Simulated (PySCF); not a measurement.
**Relaxation of singlet InOI**

Computed with PySCF, PBE0, basis In def2-TZVP with ECP28, O def2-TZVP, I def2-TZVP with ECP28 (scalar-relativistic core potentials, no spin–orbit coupling, density fitting). A (50,194) grid was used.

A hand-made linear start, of C∞v symmetry, held to at least that symmetry:

```xyz
3
charge 0 multiplicity 1, angstrom
In    0.0000    0.0000   -1.2340
O     0.0000    0.0000   -3.1640
I     0.0000    0.0000    1.5160
```

Problem. What forces act on the atoms at the start (eV/Å)?

Solution. 
```tsv
atom	Fx	Fy	Fz
In1	0.00	0.00	-1.23
O2	0.00	0.00	2.44
I3	0.00	0.00	-1.21
```

Problem. What does it relax to?

Solution. It ends at C∞v with In–I 2.593 Å, In–O 1.829 Å; I–In–O 180.0° (after a last refinement on a finer grid). A frequency run shows a minimum.

Problem. How much energy is released, and in how many steps?

Solution. 23.3 kJ/mol in 4 steps.

The relaxation took about 2.1 core-minutes on a shared host.
